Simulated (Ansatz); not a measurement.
PBE exchange is replaced step by step with exact exchange (0 % is PBE, 25 % PBE0; no dispersion term), basis def2-TZVP, Ansatz. System: the cluster Co₂Pt. Charge 0, multiplicity 1. Geometry: PBE-D4/def2-TZVP.

Geometry of the singlet:

```xyz
3

Pt    0.0526   -1.3126   -0.4517
Co    0.9997    0.6279    0.4279
Co   -1.0523    0.6847    0.0238
```

In the def2 sets Pt takes a core potential; there is no spin–orbit coupling. A triplet lies near this restricted singlet, and broken spin symmetry wasn't tried. At PBE-D4/def2-TZVP an occupied level of the charge 0 singlet lies above an empty one (by up to 0.19 eV), so this SCF solution is probably not the lowest. The geometry of the singlet was relaxed on an unsound state (an occupied level 0.19 eV above an empty one). At PBE0-D4/def2-TZVP a quintet of charge 0 lies 3.76 eV below the restricted singlet, each at its own geometry. The structure comes from a short search, and lower isomers may exist.

| exact exchange (%) | HOMO (eV) | LUMO (eV) | gap (eV) |
| --- | --- | --- | --- |
| 0 | -3.80 | -3.99 | -0.19 |
| 5 | -4.14 | -3.68 | 0.46 |
| 10 | -4.45 | -3.37 | 1.08 |
| 15 | -4.63 | -3.06 | 1.57 |
| 25 | -4.99 | -2.46 | 2.52 |
| 35 | -5.36 | -2.00 | 3.36 |
| 50 | -5.99 | -1.50 | 4.50 |
